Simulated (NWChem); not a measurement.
System: C2H6Se; SMILES CC[SeH]

Here is an NWChem input.

```
start job
memory heap 200 mb stack 900 mb global 1100 mb
geometry units angstroms noautoz
  Se    -0.038861    -0.807947     0.056643
  H     -0.833459    -0.722428    -1.180095
  C      0.649122     1.023514    -0.055820
  C     -0.408340     2.101459     0.064062
  H      1.224464     1.113264    -0.988469
  H      1.372081     1.078124     0.772648
  H     -0.972184     2.006402     1.003755
  H     -1.130775     2.050229    -0.765124
  H      0.056077     3.101480     0.040335
end
basis spherical
  * library def2-svp
end
dft
  xc b3lyp
  iterations 150
  vectors input atomic output neutral.movecs
end
task dft energy
charge 1
dft
  odft
  mult 2
  vectors input atomic output cation.movecs
end
task dft energy
```

Excerpt of the output:

```
             Northwest Computational Chemistry Package (NWChem) 7.3.0
             --------------------------------------------------------

 C1  symmetry detected

                             Geometry "geometry" -> ""
                             -------------------------

 Output coordinates in angstroms (scale by  1.889725989 to convert to a.u.)

  No.       Tag          Charge          X              Y              Z
 ---- ---------------- ---------- -------------- -------------- --------------
    1 Se                  34.0000    -0.04029655    -0.80624866     0.03335867
    2 H                    1.0000    -0.80851975    -0.70785338    -1.21898786
    3 C                    6.0000     0.65826019     1.02271526    -0.05106537
    4 C                    6.0000    -0.39652685     2.10473961     0.05481477
    5 H                    1.0000     1.25333963     1.11661567    -0.97083208
    6 H                    1.0000     1.36401996     1.06779299     0.79266583
    7 H                    1.0000    -0.98028217     2.00542604     0.98182360
    8 H                    1.0000    -1.10173229     2.06304456    -0.78959809
    9 H                    1.0000     0.07285728     3.10269922     0.04823725

 Effective nuclear repulsion energy (a.u.)     174.3588707344

                                 NWChem DFT Module
                                 -----------------

 Summary of "ao basis" -> "ao basis" (spherical)
 ------------------------------------------------------------------------------
       Tag                 Description            Shells   Functions and Types
 ---------------- ------------------------------  ------  ---------------------
 Se                         def2-svp                12       32   5s4p3d
 H                          def2-svp                 3        5   2s1p
 C                          def2-svp                 6       14   3s2p1d

            General Information
            -------------------
          SCF calculation type: DFT
          Wavefunction type:  closed shell.
          No. of atoms     :     9
          No. of electrons :    52
           Alpha electrons :    26
            Beta electrons :    26
          Charge           :     0
          Spin multiplicity:     1
          Use of symmetry is: off; symmetry adaption is: off
          Maximum number of iterations: 150
          AO basis - number of functions:    90
                     number of shells:    42
          Convergence on energy requested:  1.00D-06
          Convergence on density requested:  1.00D-05
          Convergence on gradient requested:  5.00D-04

              XC Information
              --------------
                         B3LYP Method XC Potential
                     Hartree-Fock (Exact) Exchange  0.200
                        Slater Exchange Functional  0.800 local
                    Becke 1988 Exchange Functional  0.720 non-local
              Lee-Yang-Parr Correlation Functional  0.810
                  VWN I RPA Correlation Functional  0.190 local

             Grid Information
             ----------------
          Grid used for XC integration:  medium
          Radial quadrature: Mura-Knowles
          Angular quadrature: Lebedev.
          Tag              B.-S. Rad. Rad. Pts. Rad. Cut. Ang. Pts.
          ---              ---------- --------- --------- ---------
          Se                  1.15      112          11.0       590
          H                   0.35       45          11.0       434
          C                   0.70       49           9.0       434
          Grid pruning is: on
          Number of quadrature shells:   480
          Spatial weights used:  Erf1

      Superposition of Atomic Density Guess
      -------------------------------------

 Sum of atomic energies:       -2477.75708034

      Non-variational initial energy
      ------------------------------

 Total energy =   -2479.371299
 1-e energy   =   -3793.559433
 2-e energy   =    1139.829263
 HOMO         =      -0.266626
 LUMO         =       0.045104

   convergence    iter        energy       DeltaE   RMS-Dens  Diis-err
 ---------------- ----- ----------------- --------- --------- ---------
 d= 0,ls=0.0,diis     1  -2481.0242411130 -2.66D+03  7.05D-03  3.11D-01
 d= 0,ls=0.0,diis     2  -2481.0465966943 -2.24D-02  3.61D-03  1.17D-01
 d= 0,ls=0.0,diis     3  -2481.0550236290 -8.43D-03  1.66D-03  3.19D-02
 d= 0,ls=0.0,diis     4  -2481.0588571266 -3.83D-03  4.05D-04  1.68D-03
 d= 0,ls=0.0,diis     5  -2481.0590974095 -2.40D-04  8.26D-05  5.08D-05
  Resetting Diis
 d= 0,ls=0.0,diis     6  -2481.0591050239 -7.61D-06  1.33D-05  1.17D-06
 d= 0,ls=0.0,diis     7  -2481.0591051754 -1.52D-07  6.73D-06  1.36D-07

         Total DFT energy =    -2481.059105175441
      One electron energy =    -3796.632168649437
           Coulomb energy =     1241.481625769519
    Exchange-Corr. energy =     -100.267433029924
 Nuclear repulsion energy =      174.358870734402

 Numeric. integr. density =       51.999978348269

                       DFT Final Molecular Orbital Analysis
                       ------------------------------------

 Vector   24  Occ=2.000000D+00  E=-3.512607D-01
              MO Center=  8.8D-02,  9.2D-01, -1.1D-01, r^2= 3.3D+00
   Bfn.  Coefficient  Atom+Function         Bfn.  Coefficient  Atom+Function
  ----- ------------  ---------------      ----- ------------  ---------------
    71      0.294882  6 H  s                 43      0.243429  3 C  pz
    81      0.242332  8 H  s                 33      0.223938  2 H  s
    57     -0.199064  4 C  pz                72      0.164826  6 H  s
    41      0.162625  3 C  px                12     -0.143161  1 Se px
    34      0.142944  2 H  s                 82      0.143247  8 H  s

 Vector   25  Occ=2.000000D+00  E=-3.119152D-01
              MO Center=  7.0D-02, -4.9D-02,  3.8D-02, r^2= 3.4D+00
   Bfn.  Coefficient  Atom+Function         Bfn.  Coefficient  Atom+Function
  ----- ------------  ---------------      ----- ------------  ---------------
    13      0.349332  1 Se py                16      0.296363  1 Se py
    42     -0.270795  3 C  py                 5     -0.240437  1 Se s
    10     -0.220285  1 Se py                 4     -0.211155  1 Se s
    14     -0.188477  1 Se pz                86      0.175620  9 H  s
    17     -0.165885  1 Se pz                56      0.166379  4 C  py

 Vector   26  Occ=2.000000D+00  E=-2.222567D-01
              MO Center= -3.3D-02, -6.8D-01,  3.3D-03, r^2= 2.1D+00
   Bfn.  Coefficient  Atom+Function         Bfn.  Coefficient  Atom+Function
  ----- ------------  ---------------      ----- ------------  ---------------
    15      0.492725  1 Se px                12      0.399211  1 Se px
    17     -0.319355  1 Se pz                14     -0.259591  1 Se pz
     9     -0.254767  1 Se px                16     -0.216479  1 Se py
    13     -0.168304  1 Se py                11      0.165523  1 Se pz
    54      0.152598  4 C  s                 10      0.106933  1 Se py

 Vector   27  Occ=0.000000D+00  E= 8.818708D-03
              MO Center= -6.0D-02, -3.1D-01, -2.5D-01, r^2= 4.2D+00
   Bfn.  Coefficient  Atom+Function         Bfn.  Coefficient  Atom+Function
  ----- ------------  ---------------      ----- ------------  ---------------
    40      1.186221  3 C  s                 34     -0.835588  2 H  s
    15     -0.595372  1 Se px                17     -0.559777  1 Se pz
    16     -0.514409  1 Se py                67     -0.466082  5 H  s
    72     -0.416213  6 H  s                 82     -0.322631  8 H  s
    54      0.311126  4 C  s                 45     -0.285809  3 C  py

 Vector   28  Occ=0.000000D+00  E= 4.817060D-02
              MO Center= -2.0D-01, -3.4D-01, -4.7D-01, r^2= 3.8D+00
   Bfn.  Coefficient  Atom+Function         Bfn.  Coefficient  Atom+Function
  ----- ------------  ---------------      ----- ------------  ---------------
    34     -1.073426  2 H  s                 40     -1.051280  3 C  s
     5      1.045535  1 Se s                 16      0.863755  1 Se py
    17     -0.643754  1 Se pz                45      0.582618  3 C  py
     4      0.412517  1 Se s                 44      0.284139  3 C  px
    42      0.277734  3 C  py                 3     -0.258909  1 Se s

 Vector   29  Occ=0.000000D+00  E= 7.112200D-02
              MO Center=  2.5D-01,  2.0D+00,  4.5D-02, r^2= 5.9D+00
   Bfn.  Coefficient  Atom+Function         Bfn.  Coefficient  Atom+Function
  ----- ------------  ---------------      ----- ------------  ---------------
    54      2.019652  4 C  s                 87     -1.279579  9 H  s
    72     -0.812571  6 H  s                 82     -0.692201  8 H  s
    40      0.686858  3 C  s                 67     -0.685133  5 H  s
    77     -0.684818  7 H  s                 44      0.590068  3 C  px
    59      0.334996  4 C  py                34      0.288836  2 H  s

     Multipole analysis of the density
     ---------------------------------

     L   x y z        total         alpha         beta         nuclear
     -   - - -        -----         -----         ----         -------
     0   0 0 0     -0.000000    -26.000000    -26.000000     52.000000

     1   1 0 0      0.067046      0.033523      0.033523     -0.000000
     1   0 1 0      0.518142      0.259071      0.259071      0.000000
     1   0 0 1     -0.188245     -0.094123     -0.094123      0.000000

     2   2 0 0    -24.512759    -29.868226    -29.868226     35.223693
     2   1 1 0      1.013173      1.306612      1.306612     -1.600050
     2   1 0 1      1.185119     -0.091618     -0.091618      1.368355
     2   0 2 0    -24.197682   -147.351480   -147.351480    270.505279
     2   0 1 1      0.231116     -0.918828     -0.918828      2.068772
     2   0 0 2    -23.672237    -20.260338    -20.260338     16.848439

                                 NWChem DFT Module
                                 -----------------

            General Information
            -------------------
          SCF calculation type: DFT
          Wavefunction type:  spin polarized.
          No. of atoms     :     9
          No. of electrons :    51
           Alpha electrons :    26
            Beta electrons :    25
          Charge           :     1
          Spin multiplicity:     2
          Use of symmetry is: off; symmetry adaption is: off
          Maximum number of iterations: 150
          AO basis - number of functions:    90
                     number of shells:    42
          Convergence on energy requested:  1.00D-06
          Convergence on density requested:  1.00D-05
          Convergence on gradient requested:  5.00D-04

              XC Information
              --------------
                         B3LYP Method XC Potential
                     Hartree-Fock (Exact) Exchange  0.200
                        Slater Exchange Functional  0.800 local
                    Becke 1988 Exchange Functional  0.720 non-local
              Lee-Yang-Parr Correlation Functional  0.810
                  VWN I RPA Correlation Functional  0.190 local

             Grid Information
             ----------------
          Grid used for XC integration:  medium
          Radial quadrature: Mura-Knowles
          Angular quadrature: Lebedev.
          Tag              B.-S. Rad. Rad. Pts. Rad. Cut. Ang. Pts.
          ---              ---------- --------- --------- ---------
          Se                  1.15      112          11.0       590
          H                   0.35       45          11.0       434
          C                   0.70       49           9.0       434
          Grid pruning is: on
          Number of quadrature shells:   480
          Spatial weights used:  Erf1

      Superposition of Atomic Density Guess
      -------------------------------------

 Sum of atomic energies:       -2477.75708034

 Renormalizing density from      52.00 to     51

      Non-variational initial energy
      ------------------------------

 Total energy =   -2449.836286
 1-e energy   =   -3720.606367
 2-e energy   =    1096.411210
 HOMO         =      -0.645859
 LUMO         =      -0.291480

   convergence    iter        energy       DeltaE   RMS-Dens  Diis-err
 ---------------- ----- ----------------- --------- --------- ---------
 d= 0,ls=0.0,diis     1  -2480.3972951481 -2.65D+03  1.29D-02  1.72D+00
                                                     1.36D-02  1.75D+00
 d= 0,ls=0.0,diis     2  -2480.3588885796  3.84D-02  8.90D-03  1.89D+00
                                                     8.46D-03  1.85D+00
 d= 0,ls=0.0,diis     3  -2480.7252309720 -3.66D-01  1.29D-03  1.43D-02
                                                     1.73D-03  1.59D-02
 d= 0,ls=0.0,diis     4  -2480.7306233434 -5.39D-03  7.76D-04  7.57D-03
                                                     6.95D-04  6.78D-03
 d= 0,ls=0.0,diis     5  -2480.7349488311 -4.33D-03  1.22D-04  5.38D-05
                                                     1.97D-04  4.92D-05
  Resetting Diis
 d= 0,ls=0.0,diis     6  -2480.7350305311 -8.17D-05  4.57D-05  1.24D-05
                                                     8.80D-05  1.30D-05
 d= 0,ls=0.0,diis     7  -2480.7350478345 -1.73D-05  2.15D-05  1.04D-06
                                                     2.35D-05  5.99D-07
 d= 0,ls=0.0,diis     8  -2480.7350488031 -9.69D-07  7.91D-06  5.40D-07
                                                     1.14D-05  6.61D-07
 d= 0,ls=0.0,diis     9  -2480.7350492515 -4.48D-07  4.36D-06  1.16D-07
                                                     5.73D-06  8.16D-08

         Total DFT energy =    -2480.735049251536
      One electron energy =    -3781.964759941212
           Coulomb energy =     1226.837813595042
    Exchange-Corr. energy =      -99.966973639768
 Nuclear repulsion energy =      174.358870734402

 Numeric. integr. density =       50.999981164618

                    DFT Final Alpha Molecular Orbital Analysis
                    ------------------------------------------

 Vector   24  Occ=1.000000D+00  E=-5.568449D-01
              MO Center= -2.0D-01,  1.4D+00, -5.6D-02, r^2= 2.8D+00
   Bfn.  Coefficient  Atom+Function         Bfn.  Coefficient  Atom+Function
  ----- ------------  ---------------      ----- ------------  ---------------
    81     -0.320757  8 H  s                 57      0.310528  4 C  pz
    71     -0.242428  6 H  s                 12      0.200794  1 Se px
    55      0.190430  4 C  px                43     -0.172648  3 C  pz
    15      0.171273  1 Se px                41     -0.168867  3 C  px
    76      0.154148  7 H  s                 82     -0.133683  8 H  s

 Vector   25  Occ=1.000000D+00  E=-5.542262D-01
              MO Center= -1.1D-01,  1.3D+00,  9.7D-02, r^2= 3.5D+00
   Bfn.  Coefficient  Atom+Function         Bfn.  Coefficient  Atom+Function
  ----- ------------  ---------------      ----- ------------  ---------------
    13      0.301983  1 Se py                86      0.275152  9 H  s
    56      0.241998  4 C  py                76     -0.241304  7 H  s
    16      0.237450  1 Se py                55      0.199026  4 C  px
    66     -0.192137  5 H  s                 10     -0.177706  1 Se py
    57     -0.163033  4 C  pz                42     -0.141796  3 C  py

 Vector   26  Occ=1.000000D+00  E=-5.397003D-01
              MO Center=  1.1D-02, -8.5D-02, -2.6D-02, r^2= 3.1D+00
   Bfn.  Coefficient  Atom+Function         Bfn.  Coefficient  Atom+Function
  ----- ------------  ---------------      ----- ------------  ---------------
    12      0.392164  1 Se px                15      0.372475  1 Se px
    14     -0.262120  1 Se pz                17     -0.236760  1 Se pz
     9     -0.232235  1 Se px                13     -0.212923  1 Se py
    16     -0.207215  1 Se py                66     -0.173426  5 H  s
    56     -0.172562  4 C  py                11      0.154574  1 Se pz

[...]
```

Level: B3LYP/def2-SVP, vertical spin-unrestricted ions. All runs use the structure optimised with PBE0/def2-SVP.
